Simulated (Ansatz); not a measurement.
This geometry of AlFH₂S₂ (6 atoms, charge 0, multiplicity 1) is a first-order saddle point.

Computed with RKS PBE0-D4/def2-SVP (Ansatz).

```xyz
6
Properties=species:S:1:pos:R:3
F -1.118 -1.535 -0.307
Al -0.097 -0.308 0.160
S 1.981 -0.701 0.697
S -0.941 1.687 0.209
H 2.369 -0.473 -0.581
H -2.152 1.265 -0.223
```

(1) Which two structures does it join? (They come from a converged band through this point; their orientation in space is the band's.)

(2) How far does it lie above each of them?

## Answers

(1) No bond is made or broken.

First end point:

```xyz
6
Properties=species:S:1:pos:R:3
F -0.781 -1.393 -0.638
Al -0.015 -0.049 -0.026
S 2.130 -0.095 0.281
S -1.180 1.715 0.449
H 2.223 -1.365 -0.176
H -2.335 1.123 0.065
```

Last end point:

```xyz
6
Properties=species:S:1:pos:R:3
F -1.239 -1.532 -0.755
Al -0.125 -0.441 -0.183
S 1.956 -1.038 -0.085
S -0.798 1.530 0.434
H 2.338 0.167 0.397
H -2.089 1.249 0.146
```

(2) 0.152 eV above the first and 0.147 eV above the second. This is the barrier of this one path; another mechanism may lie lower.

The run took 5.5 min on 1 thread of Arm Neoverse V1 (shared host), peak memory 0.15 GiB.
